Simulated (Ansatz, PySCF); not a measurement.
Series GeXY, Y = H, computed as singlets and as triplets. Isolated molecules, 0 K electronic values unless said otherwise. One relaxed conformer stands for each flexible species; it need not be the lowest. Strings in code marks are SMILES.

Quantity: adiabatic spin-state energy, in eV. HF references are unrestricted for open shells and restricted for singlets. The restricted reference of `[GeH2]` and `[F][GeH]` is unstable towards unrestricted orbitals.

Level 1: composite: frozen-core CCSD(T) with HF/cc-pVQZ and the correlation energy extrapolated as X^-3 from cc-pVTZ and cc-pVQZ, plus CCSDT(Q) minus CCSD(T) in cc-pVDZ // PBE0-D3(BJ)/def2-TZVP (Ansatz, a first-principles code)
Level 2: frozen-core CCSD(T)/cc-pVDZ // PBE0-D3(BJ)/def2-TZVP (Ansatz)
Level 3: B3LYP/cc-pVTZ // PBE0-D3(BJ)/def2-TZVP (Ansatz)
Level 4: PBE-D3(BJ)/def2-TZVP // PBE0-D3(BJ)/def2-TZVP (PySCF)

```
species                                           level 2  level 3  level 4
------------------------------------------------  -------  -------  -------
`[F][GeH]`: multiplicity 3 minus multiplicity 1      1.84     1.99     1.87
`[GeH2]`: multiplicity 3 minus multiplicity 1        0.93     1.15     1.02
`[SH][GeH]`: multiplicity 3 minus multiplicity 1     1.64     1.78     1.69
```

**Question.** What does level 1 give for each?

**Answer.** 
- `[F][GeH]`: multiplicity 3 minus multiplicity 1: 1.89
- `[GeH2]`: multiplicity 3 minus multiplicity 1: 1.00
- `[SH][GeH]`: multiplicity 3 minus multiplicity 1: 1.71
